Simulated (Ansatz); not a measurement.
System: BH, charge 1, doublet. BH+ (parent SMILES [BH], doublet).
B3LYP-D3(BJ)/def2-TZVP minimum from Ansatz (an electronic-structure program):
```
B
H 1 1.2044
```
Charge +1, spin multiplicity 2.

Hartree-Fock and MP2 correlation energies in hartree (Ansatz). UHF or UKS for unpaired electrons; spin-orbit terms are left out. Cores are frozen in correlated methods. No relativity. The spin of HB+ (parent SMILES [BH], doublet) was assumed, and the state is the lowest solution found for it.

| basis | X | E(HF) | E(corr, MP2) |
|---|---|---|---|
| cc-pVTZ | 3 | -24.82096 | -0.03812 |
| cc-pVQZ | 4 | -24.82232 | -0.04089 |
| cc-pV5Z | 5 | -24.82258 | withheld |

Problem. Fit E(corr) = E∞ + A/X³ to X = 3 and 4, predict X = 5, and compare with the run.

Solution. A = (-0.03812 - (-0.04089))/(1/27 - 1/64) = 0.1294; E∞ = -0.04089 - A/64 = -0.04291; at X = 5, E∞ + A/125 = -0.04188. The run gave -0.04186, 0.02 mEh above the prediction. The same form on X = 4 and 5 gives E∞ = -0.04288, 0.03 mEh above the first estimate.
